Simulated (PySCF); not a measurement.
This PySCF input asks for the NMR shieldings of `NB(F)C1CCCC1`, C₅H₁₁BFN; the geometry comes from GFN2-xTB.

```python
import basis_set_exchange as bse
import numpy as np
from pyscf import gto, dft
from pyscf.prop import nmr

atoms = """
N     2.968774    0.563837   -0.598946
B     1.934513   -0.040277    0.099107
F     2.288238   -0.944030    1.026051
C     0.392311    0.261828   -0.151391
C    -0.377347   -0.940397   -0.722923
C    -1.852949   -0.592574   -0.496725
C    -1.876917    0.359424    0.713156
C    -0.411636    0.545862    1.126231
H     3.934719    0.341135   -0.427346
H     2.836534    1.250592   -1.318428
H     0.258508    1.106080   -0.836105
H    -0.149307   -1.116335   -1.773729
H    -0.109474   -1.835693   -0.160385
H    -2.257693   -0.093422   -1.377936
H    -2.448447   -1.487610   -0.320436
H    -2.313523    1.318092    0.430909
H    -2.469831   -0.043885    1.533362
H    -0.138690   -0.184749    1.888555
H    -0.217587    1.541372    1.524322
"""
names = dict.fromkeys(["N", "B", "F", "C", "H"], "pcSseg-1")
basis = {el: gto.basis.parse(bse.get_basis(n, elements=[el], fmt="nwchem")) for el, n in names.items()}
mol = gto.M(atom=atoms, basis=basis, charge=0, verbose=0)
mf = dft.RKS(mol, xc="PBE0")
mf.grids.level = 2
mf.grids.alignment = dft.numint.BLKSIZE   # the property module wants whole blocks of grid points
mf.conv_tol = 1e-9
mf.kernel()

calc = nmr.RKS(mf)   # GIAO
C = mf.mo_coeff
Co = C[:, mf.mo_occ > 0]
resp = mf.gen_response(singlet=True, hermi=2)
def vind(x):   # induced exchange potential for any number of trial vectors
    d = np.einsum("pi,xij,qj->xpq", C, 2 * x.reshape(-1, C.shape[1], Co.shape[1]), Co, optimize=True)
    return np.einsum("xpq,pi,qj->xij", resp(d - d.transpose(0, 2, 1)), C, Co, optimize=True).ravel()
mo1, _ = nmr.rhf.solve_mo1(calc, with_cphf=vind)
sigma = calc.kernel(mo1)
for i, s in enumerate(sigma):   # ppm
    w = np.linalg.eigvalsh((s + s.T) / 2)
    print("%2d %-2s iso %8.1f  s11 %8.1f  s22 %8.1f  s33 %8.1f" % (i, mol.atom_pure_symbol(i), w.mean(), *w))
```

Question: What does it print?

Answer: 
```
 0 N  iso    185.0  s11    112.1  s22    199.4  s33    243.4
 1 B  iso     67.9  s11     28.9  s22     84.5  s33     90.3
 2 F  iso    299.5  s11    163.0  s22    281.9  s33    453.4
 3 C  iso    154.3  s11    136.4  s22    158.5  s33    168.0
 4 C  iso    153.0  s11    124.2  s22    161.6  s33    173.2
 5 C  iso    158.9  s11    128.7  s22    170.9  s33    177.1
 6 C  iso    159.4  s11    128.9  s22    172.0  s33    177.3
 7 C  iso    153.9  s11    125.4  s22    162.5  s33    173.8
 8 H  iso     28.6  s11     23.1  s22     24.5  s33     38.1
 9 H  iso     28.7  s11     23.2  s22     27.1  s33     35.8
10 H  iso     31.1  s11     27.6  s22     28.9  s33     36.8
11 H  iso     30.0  s11     24.8  s22     28.5  s33     36.8
12 H  iso     30.3  s11     24.8  s22     29.8  s33     36.3
13 H  iso     30.1  s11     24.8  s22     28.1  s33     37.5
14 H  iso     29.9  s11     24.8  s22     27.6  s33     37.2
15 H  iso     30.1  s11     24.8  s22     28.1  s33     37.5
16 H  iso     29.9  s11     24.8  s22     27.6  s33     37.3
17 H  iso     30.2  s11     24.5  s22     29.8  s33     36.3
18 H  iso     30.0  s11     24.8  s22     28.3  s33     36.9
```

These numbers come from an equivalent density-fitted implementation of the same equations, which agrees with the script to about 0.01 ppm for H and up to a few tenths of a ppm for heavy atoms, so last digits may differ.

Size and cost of the density-fitted run: 191 basis functions, 66 s wall time on 1 thread of an Arm Neoverse N1, shared host; peak memory 0.85 GiB.
